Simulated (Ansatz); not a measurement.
Input file for C2H6F2Se2Ti (`C[Se][Ti]([F])([F])[Se]C`):

```yaml
crystal:
  periodic: [false, false, false]
  atoms:
    - {symbol: C, position_ang: [0.047817, -2.467484, 0.107599]}
    - {symbol: Se, position_ang: [0.191575, -1.248999, -1.424751]}
    - {symbol: Ti, position_ang: [-1.360035, 0.389796, -0.615151]}
    - {symbol: F, position_ang: [-2.832519, -0.381669, -0.062707]}
    - {symbol: F, position_ang: [-1.439831, 1.611244, -1.868147]}
    - {symbol: Se, position_ang: [-0.336657, 1.285758, 1.359343]}
    - {symbol: C, position_ang: [1.206398, 2.101013, 0.460565]}
    - {symbol: H, position_ang: [0.508110, -2.002348, 0.976955]}
    - {symbol: H, position_ang: [0.579510, -3.377089, -0.165415]}
    - {symbol: H, position_ang: [-0.996315, -2.698769, 0.307234]}
    - {symbol: H, position_ang: [0.873133, 2.729856, -0.362280]}
    - {symbol: H, position_ang: [1.715790, 2.710127, 1.204969]}
    - {symbol: H, position_ang: [1.863425, 1.313665, 0.096686]}
basis:
  gaussian: {orbitals: def2-SVP}
correlation: {method: ccsd_t}
```

```sh
$ ansatz run in.yaml --threads 4 --pin off --events-out ev --progress --plain --max-ram 41984MiB --backend cuda --devices 0, --max-vram 37GiB
```

Output of Ansatz, abridged:

```
Functional definition: HF
1822 factors; integrals over basis functions are off by at most 1.4e-3 eV
mean field evaluation 1: about -161230.8574 eV, gradient 5.8e1 eV
mean field evaluation 2: about -161230.9616 eV, gradient 5.8e1 eV
mean field evaluation 4: about -161239.4924 eV, gradient 9.4e0 eV
mean field evaluation 8: about -161239.7732 eV, gradient 1.1e0 eV
mean field evaluation 16: about -161239.7915 eV, gradient 1.7e-5 eV
mean field -161239.79146912 eV, -5925.4530442341 hartree, gradient 1.2e-6 eV, S^2 0.000000; 0 other end points of the search recorded, 0 dependent functions left out
27 core orbitals not correlated: weight in the atoms' cores, before any rotation towards them, 1.000 or more for the frozen orbitals, at most 0.000 for the correlated occupied ones
reference -161239.79146912 eV, -5925.4530442341 hartree; 36, 36 occupied and 118, 118 virtual orbitals, 1822 factors
second order -39.92331599 eV of doubles, -0.00000000 eV of singles
cycle   1  -38.46676215 eV  change     1.5e0 eV  update   3.0e-1
cycle   2  -39.89778450 eV  change    -1.4e0 eV  update   2.4e-1
cycle   3  -40.30712075 eV  change   -4.1e-1 eV  update   6.1e-2
cycle   4  -40.34606529 eV  change   -3.9e-2 eV  update   2.4e-2
cycle   5  -40.32529122 eV  change    2.1e-2 eV  update   1.1e-2
cycle   6  -40.31834805 eV  change    6.9e-3 eV  update   5.8e-3
cycle   7  -40.32117042 eV  change   -2.8e-3 eV  update   3.1e-3
cycle   8  -40.32099940 eV  change    1.7e-4 eV  update   1.6e-3
cycle   9  -40.32098236 eV  change    1.7e-5 eV  update   5.8e-4
cycle  10  -40.32192961 eV  change   -9.5e-4 eV  update   2.9e-4
cycle  11  -40.32161759 eV  change    3.1e-4 eV  update   1.4e-4
cycle  12  -40.32134580 eV  change    2.7e-4 eV  update   8.0e-5
cycle  13  -40.32147130 eV  change   -1.3e-4 eV  update   3.8e-5
cycle  14  -40.32138235 eV  change    8.9e-5 eV  update   2.7e-5
perturbative correction -1.66359016 eV, -0.0611358106 hartree
Total energy: -161281.77644162 eV, -5926.9959635151 hartree
```

It took 3.1 s on 4 threads of an AMD EPYC 7R13 on a shared host and a share of an NVIDIA H100 80 GB, with 0.83 GiB of host memory at the peak.

The correlation energy is -41.985 eV, 4.0 % of it from (T); the T1 diagnostic reads 0.0197.
